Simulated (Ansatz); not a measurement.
Geometry optimisation, RKS r2SCAN/def2-SVP in Ansatz.

Input:

```yaml
crystal:
  periodic: [false, false, false]
  atoms:
    - { symbol: C, position_ang: [-0.7264, 0.9836, -0.5125] }
    - { symbol: B, position_ang: [-0.1389, -0.4238, -0.4198] }
    - { symbol: C, position_ang: [-1.10338, -1.64375, -0.30628] }
    - { symbol: F, position_ang: [1.26378, -0.65697, -0.36007] }
    - { symbol: H, position_ang: [0.0343, 1.7784, -0.6227] }
    - { symbol: H, position_ang: [-1.383, 1.2485, 0.3798] }
    - { symbol: H, position_ang: [-1.397, 1.0896, -1.4185] }
    - { symbol: H, position_ang: [-1.76008, -1.55712, 0.6652] }
    - { symbol: H, position_ang: [-0.57504, -2.6095, -0.22766] }
    - { symbol: H, position_ang: [-1.79946, -1.72526, -1.18761] }
basis:
  gaussian: { orbitals: def2-SVP }
hamiltonian:
  xc: r2scan
relax:
  f_tol: 0.015
  max_steps: 40
output:
  orbitals: {}
```

Command:

```bash
$ ansatz run input.yaml --threads 2 --pin off --max-ram 3072MiB --backend cpu --events-out ev --progress --plain --runs-dir out
```

Question: Where does it end, and by what steps?

Answer: The forces met the threshold. The force dipped under the threshold on the way, but the program's further checks kept it going. After 21 steps the energy has fallen by 0.327 eV; H10 moved furthest, 0.60 Å.

| step | energy less start (eV) | largest force component (eV/Å) | accepted |
| --- | --- | --- | --- |
| 0 | 0.0000 | 2.594 | yes |
| 1 | -0.2513 | 1.554 | yes |
| 2 | -0.3075 | 0.490 | yes |
| 3 | -0.3133 | 0.098 | yes |
| 4 | -0.3137 | 0.008 | yes |
| 5 | -0.3139 | 0.037 | yes |
| 6 | -0.3141 | 0.095 | yes |
| 7 | -0.3145 | 0.081 | yes |
| 8 | -0.3126 | 0.319 | no |
| 9 | -0.3098 | 0.443 | no |
| 10 | -0.3154 | 0.039 | yes |
| 11 | -0.3174 | 0.127 | yes |
| 12 | -0.3187 | 0.155 | yes |
| 13 | -0.3208 | 0.104 | yes |
| 14 | -0.3235 | 0.064 | yes |
| 15 | -0.3235 | 0.151 | yes |
| 16 | -0.3212 | 0.356 | no |
| 17 | -0.3262 | 0.041 | yes |
| 18 | -0.3268 | 0.003 | yes |
| 19 | -0.3270 | 0.032 | yes |
| 20 | -0.3271 | 0.027 | yes |
| 21 | -0.3272 | 0.009 | yes |

```xyz
10
Properties=species:S:1:pos:R:3
C -0.728 1.039 -0.575
B -0.208 -0.427 -0.387
C -1.121 -1.692 -0.235
F 1.120 -0.617 -0.355
H 0.000 1.802 -0.260
H -1.697 1.222 -0.086
H -0.901 1.188 -1.659
H -1.295 -1.843 0.848
H -0.642 -2.612 -0.605
H -2.114 -1.576 -0.695
```

Run time: 27 s on 2 threads of Intel(R) Xeon(R) Platinum 8375C CPU @ 2.90GHz (Ice Lake), on a shared host, peak memory 0.16 GiB.
